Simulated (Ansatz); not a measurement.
Ansatz (a program for electronic structure) input (B2PLYP/def2-TZVPD):

Ansatz 0.2 input:
```yaml
crystal:
  periodic: [false, false, false]
  atoms:
    - {symbol: B, position_ang: [0.18308052, 0.70831474, 0.31550774]}
    - {symbol: O, position_ang: [0.79037142, -0.42268342, -0.10073560]}
    - {symbol: C, position_ang: [2.20106780, -0.61933880, -0.04611196]}
    - {symbol: O, position_ang: [-1.14121390, 0.90585621, 0.26966425]}
    - {symbol: C, position_ang: [-2.03330011, -0.10109993, -0.24035034]}
    - {symbol: H, position_ang: [2.70447494, 0.25425610, 0.37003101]}
    - {symbol: H, position_ang: [2.56698800, -0.80512405, -1.05610584]}
    - {symbol: H, position_ang: [2.40823497, -1.49078137, 0.57531462]}
    - {symbol: H, position_ang: [-1.79715622, -0.32811627, -1.28053488]}
    - {symbol: H, position_ang: [-1.95594756, -1.01393904, 0.35127923]}
    - {symbol: H, position_ang: [-3.04186307, 0.29938109, -0.17017817]}
basis:
  gaussian:
    orbitals: def2-TZVPD
hamiltonian:
  xc: {name: B2PLYP}
magnetization: {spin_polarized: true, initial_magnetization: 1}
correlation: {electrons: outside_noble_gas}
```

End of the output:

```
integrals: 0.66 GiB planned
1660 factors; integrals over basis functions are off by at most 1.0e-3 eV
mean field: 1.98 GiB planned
mean field evaluation 1: about -6926.0202 eV, gradient 3.8e1 eV
mean field evaluation 2: about -6926.0822 eV, gradient 3.8e1 eV
mean field evaluation 4: about -6931.6597 eV, gradient 4.6e0 eV
mean field evaluation 8: about -6931.7585 eV, gradient 4.7e-1 eV
mean field evaluation 16: about -6931.7605 eV, gradient 1.9e-3 eV
mean field -6931.76052844 eV, -254.7375009042 hartree, gradient 2.6e-6 eV, S^2 0.752409; 0 other end points of the search recorded, 0 dependent functions left out
5 core orbitals not correlated
reference -6931.76071772 eV, -254.7375078599 hartree; 15, 14 occupied and 225, 226 virtual orbitals, 1660 factors
second order -28.93509672 eV of doubles, -0.00000000 eV of singles
Total energy: -6939.57319383 eV, -255.0246110616 hartree
```

It need not be the lowest isomer of its formula.
